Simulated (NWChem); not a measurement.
System: CsF; SMILES [F][Cs]

Input file for NWChem:

```
start job
memory heap 200 mb stack 900 mb global 1100 mb
geometry units angstroms noautosym nocenter noautoz
  Cs     0.000000     0.000000    -0.367119
  F      0.000000     0.000000     2.025444
end
basis spherical
  * library def2-svp
end
ecp
  Cs library def2-ecp
end
dft
  xc pbe0
  iterations 150
  vectors input atomic output neutral.movecs
end
task dft energy
charge 1
dft
  odft
  mult 2
  vectors input atomic output cation.movecs
end
task dft energy
```

NWChem printed, in part:

```
             Northwest Computational Chemistry Package (NWChem) 7.3.0
             --------------------------------------------------------

                             Geometry "geometry" -> ""
                             -------------------------

 Output coordinates in angstroms (scale by  1.889725989 to convert to a.u.)

  No.       Tag          Charge          X              Y              Z
 ---- ---------------- ---------- -------------- -------------- --------------
    1 Cs                  55.0000     0.00000000     0.00000000    -0.36711900
    2 F                    9.0000     0.00000000     0.00000000     2.02544400

 Effective nuclear repulsion energy (a.u.)     109.4820651556

                                 NWChem DFT Module
                                 -----------------

 Summary of "ao basis" -> "ao basis" (spherical)
 ------------------------------------------------------------------------------
       Tag                 Description            Shells   Functions and Types
 ---------------- ------------------------------  ------  ---------------------
 Cs                         def2-svp                10       24   5s3p2d
 F                          def2-svp                 6       14   3s2p1d

            General Information
            -------------------
          SCF calculation type: DFT
          Wavefunction type:  closed shell.
          No. of atoms     :     2
          No. of electrons :    18
           Alpha electrons :     9
            Beta electrons :     9
          Charge           :     0
          Spin multiplicity:     1
          Use of symmetry is: off; symmetry adaption is: off
          Maximum number of iterations: 150
          AO basis - number of functions:    38
                     number of shells:    16
          Convergence on energy requested:  1.00D-06
          Convergence on density requested:  1.00D-05
          Convergence on gradient requested:  5.00D-04

              XC Information
              --------------
                         PBE0 Method XC Functional
                     Hartree-Fock (Exact) Exchange  0.250
          PerdewBurkeErnzerhof Exchange Functional  0.750
            Perdew 1991 LDA Correlation Functional  1.000 local
           PerdewBurkeErnz. Correlation Functional  1.000 non-local

             Grid Information
             ----------------
          Grid used for XC integration:  medium
          Radial quadrature: Mura-Knowles
          Angular quadrature: Lebedev.
          Tag              B.-S. Rad. Rad. Pts. Rad. Cut. Ang. Pts.
          ---              ---------- --------- --------- ---------
          Cs                  2.60      123          14.0       590
          F                   0.50       49           8.0       434
          Grid pruning is: on
          Number of quadrature shells:   172
          Spatial weights used:  Erf1

      Superposition of Atomic Density Guess
      -------------------------------------

 Sum of atomic energies:        -121.90018417

      Non-variational initial energy
      ------------------------------

 Total energy =    -118.850868
 1-e energy   =    -207.393574
 2-e energy   =      70.627459
 HOMO         =      -0.547062
 LUMO         =      -0.048170

   convergence    iter        energy       DeltaE   RMS-Dens  Diis-err
 ---------------- ----- ----------------- --------- --------- ---------
 d= 0,ls=0.0,diis     1   -119.7537865652 -1.38D+02  7.66D-02  8.89D-01
 d= 0,ls=0.5,diis     2   -115.7849649382  3.97D+00  1.60D-02  2.96D+01
 d= 0,ls=0.5,diis     3   -117.5060728630 -1.72D+00  1.39D-02  1.65D+01
 d= 0,ls=0.5,diis     4   -118.4832642403 -9.77D-01  1.69D-02  9.36D+00
 d= 0,ls=0.5,diis     5   -119.2613614063 -7.78D-01  1.42D-02  3.80D+00
 d= 0,ls=0.5,diis     6   -119.6322747426 -3.71D-01  9.20D-03  1.18D+00
 d= 0,ls=0.5,diis     7   -119.7597529894 -1.27D-01  6.92D-03  3.80D-01
 d= 0,ls=0.5,diis     8   -119.8134415030 -5.37D-02  4.89D-03  1.22D-01
  Resetting Diis
 d= 0,ls=0.5,diis     9   -119.8342460742 -2.08D-02  3.60D-03  6.05D-02
 d= 0,ls=0.5,diis    10   -119.8440451480 -9.80D-03  4.96D-03  4.14D-02
 d= 0,ls=0.5,diis    11   -119.8510278015 -6.98D-03  2.33D-03  3.47D-02
 d= 0,ls=0.5,diis    12   -119.8551245362 -4.10D-03  1.77D-03  9.00D-03
 d= 0,ls=0.5,diis    13   -119.8570784525 -1.95D-03  1.28D-03  1.29D-03
 d= 0,ls=0.5,diis    14   -119.8579387712 -8.60D-04  9.58D-04  9.77D-04
 d= 0,ls=0.5,diis    15   -119.8584428323 -5.04D-04  7.20D-04  6.42D-04
 d= 0,ls=0.5,diis    16   -119.8587329797 -2.90D-04  5.51D-04  4.14D-04
 d= 0,ls=0.5,diis    17   -119.8589033729 -1.70D-04  4.14D-04  2.37D-04
 d= 0,ls=0.5,diis    18   -119.8589998769 -9.65D-05  3.15D-04  1.29D-04
 d= 0,ls=0.5,diis    19   -119.8590547754 -5.49D-05  2.32D-04  6.66D-05
 d= 0,ls=0.5,diis    20   -119.8590845254 -2.98D-05  1.74D-04  3.65D-05
 d= 0,ls=0.5,diis    21   -119.8591011978 -1.67D-05  1.27D-04  1.76D-05
 d= 0,ls=0.5,diis    22   -119.8591100510 -8.85D-06  9.32D-05  9.33D-06
 d= 0,ls=0.5,diis    23   -119.8591148256 -4.77D-06  6.85D-05  5.03D-06
 d= 0,ls=0.5,diis    24   -119.8591174207 -2.60D-06  5.02D-05  2.64D-06
 d= 0,ls=0.5,diis    25   -119.8591188200 -1.40D-06  3.69D-05  1.40D-06
 d= 0,ls=0.5,diis    26   -119.8591195762 -7.56D-07  2.71D-05  7.51D-07
 d= 0,ls=0.5,diis    27   -119.8591199851 -4.09D-07  1.99D-05  4.04D-07
 d= 0,ls=0.5,diis    28   -119.8591202065 -2.21D-07  1.46D-05  2.17D-07
 d= 0,ls=0.5,diis    29   -119.8591203262 -1.20D-07  1.08D-05  1.17D-07
 d= 0,ls=0.5,diis    30   -119.8591203910 -6.48D-08  7.92D-06  6.29D-08

         Total DFT energy =     -119.859120426084
      One electron energy =     -210.673428146684
           Coulomb energy =       86.568044459486
    Exchange-Corr. energy =      -13.668983764346
 Nuclear repulsion energy =       17.915247025460

 Numeric. integr. density =       18.000002869523

                       DFT Final Molecular Orbital Analysis
                       ------------------------------------

 Vector    7  Occ=2.000000D+00  E=-2.194233D-01
              MO Center=  5.5D-11, -9.4D-11,  1.9D+00, r^2= 8.2D-01
   Bfn.  Coefficient  Atom+Function         Bfn.  Coefficient  Atom+Function
  ----- ------------  ---------------      ----- ------------  ---------------
    29      0.610471  2 F  py                32     -0.459549  2 F  py
    28     -0.152077  2 F  px                31      0.114480  2 F  px
    16     -0.104004  1 Cs d -1               7      0.090890  1 Cs py
    21     -0.075801  1 Cs d -1              13     -0.037479  1 Cs py
    10     -0.033093  1 Cs py                18     -0.025909  1 Cs d  1

 Vector    8  Occ=2.000000D+00  E=-2.194233D-01
              MO Center= -1.5D-10, -2.9D-12,  1.9D+00, r^2= 8.2D-01
   Bfn.  Coefficient  Atom+Function         Bfn.  Coefficient  Atom+Function
  ----- ------------  ---------------      ----- ------------  ---------------
    28      0.610471  2 F  px                31     -0.459549  2 F  px
    29      0.152077  2 F  py                32     -0.114480  2 F  py
    18      0.104004  1 Cs d  1               6      0.090890  1 Cs px
    23      0.075801  1 Cs d  1              12     -0.037479  1 Cs px
     9     -0.033093  1 Cs px                16     -0.025909  1 Cs d -1

 Vector    9  Occ=2.000000D+00  E=-2.134579D-01
              MO Center=  1.3D-11,  1.6D-11,  1.8D+00, r^2= 1.4D+00
   Bfn.  Coefficient  Atom+Function         Bfn.  Coefficient  Atom+Function
  ----- ------------  ---------------      ----- ------------  ---------------
    30      0.624894  2 F  pz                33     -0.454231  2 F  pz
     8     -0.241842  1 Cs pz                 2     -0.215816  1 Cs s
    17      0.169432  1 Cs d  0               4      0.105935  1 Cs s
     1      0.077161  1 Cs s                 14     -0.075153  1 Cs pz
     5     -0.074094  1 Cs s                 22     -0.065915  1 Cs d  0

 Vector   10  Occ=0.000000D+00  E=-3.414583D-02
              MO Center= -4.8D-10, -5.4D-08, -1.7D+00, r^2= 1.2D+01
   Bfn.  Coefficient  Atom+Function         Bfn.  Coefficient  Atom+Function
  ----- ------------  ---------------      ----- ------------  ---------------
     5      0.542135  1 Cs s                  4      0.500551  1 Cs s
    14     -0.339269  1 Cs pz                 2     -0.303548  1 Cs s
     3     -0.172011  1 Cs s                  8      0.145761  1 Cs pz
     1      0.128350  1 Cs s                 17     -0.075337  1 Cs d  0
    11     -0.052844  1 Cs pz                30     -0.037666  2 F  pz

 Vector   11  Occ=0.000000D+00  E= 4.187585D-03
              MO Center=  2.5D-09, -6.9D-09, -1.3D+00, r^2= 1.9D+01
   Bfn.  Coefficient  Atom+Function         Bfn.  Coefficient  Atom+Function
  ----- ------------  ---------------      ----- ------------  ---------------
    12      0.971572  1 Cs px                23      0.264837  1 Cs d  1
     6     -0.191084  1 Cs px                18      0.071390  1 Cs d  1

 Vector   12  Occ=0.000000D+00  E= 4.187587D-03
              MO Center=  8.4D-10,  1.2D-07, -1.3D+00, r^2= 1.9D+01
   Bfn.  Coefficient  Atom+Function         Bfn.  Coefficient  Atom+Function
  ----- ------------  ---------------      ----- ------------  ---------------
    13      0.971572  1 Cs py                21     -0.264837  1 Cs d -1
     7     -0.191084  1 Cs py                16     -0.071390  1 Cs d -1

     Multipole analysis of the density
     ---------------------------------

     L   x y z        total         alpha         beta         nuclear
     -   - - -        -----         -----         ----         -------
     0   0 0 0      0.000000     -9.000000     -9.000000     18.000000

     1   1 0 0      0.000000      0.000000      0.000000      0.000000
     1   0 1 0      0.000000      0.000000      0.000000      0.000000
     1   0 0 1     -3.023415    -15.613717    -15.613717     28.204019

[...]
```

Level: PBE0/def2-SVP with def2 effective core potentials on Cs, vertical spin-unrestricted ions. The geometry was optimised at PBE0/def2-SVP. def2 effective core potentials on Cs; no spin-orbit coupling.
